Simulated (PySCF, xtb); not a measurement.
AlF4, SMILES [F][Al-]([F])([F])[F], charge -1.

Harmonic wavenumbers (cm⁻¹) from GFN2-xTB in xtb 6.7.1 at its own minimum, in rising order: 149, 150, 256, 256, 256, 551, 721, 721, 721.

What does PBE-D3(BJ)/def2-SVPD run with PySCF give at its own minimum? (Estimate from the structure and the level; the computed values follow.)

181, 181, 281, 281, 281, 578, 751, 751, 751. Paired by order, the mean absolute difference is 28 cm⁻¹ and the zero-point energies are 5.4 and 5.8 kcal/mol.
